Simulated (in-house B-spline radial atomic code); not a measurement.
Configurations of Sm VI (Sm5+), with energies counted from [Xe] 4f3. Computed with a B-spline radial code for spherical atoms: scalar-relativistic (X2C) B3LYP, spin-polarised, spherical fractional occupations, exact exchange averaged over the configuration, Fermi nucleus of rms radius 5.0819 fm. Shells without spins written out take the highest spin.

Occupations are held fixed; configurations that lie above the ionisation limit could autoionise.

| configuration | E - E(ref) (eV) | highest orbital | its <r> (bohr) |
| --- | --- | --- | --- |
| [Kr] 4d10 4f3 5s2 5p5 5d1 | 29.13 | 5d up | 1.822 |
| [Xe] 4f2 6d1 | 55.227 | 6d up | 3.653 |
| [Kr] 4d9 4f4 5s2 5p6 | 126.78 | 4f up | 0.7851 |
| [Kr] 4d9 4f3 5s2 5p6 5d1 | 155.16 | 5d up | 1.786 |

**Question.** Order these further configurations by energy, lowest first.
A. [Kr] 4d10 4f4 5s2 5p5
B. [Kr] 4d9 4f3 5s2 5p6 6p1
C. [Kr] 4d10 4f3 5s2 5p5 6s1
D. [Xe] 4f2 6s1

**Answer.** A (7.4345 eV), D (37.458 eV), C (39.524 eV), B (173.59 eV).
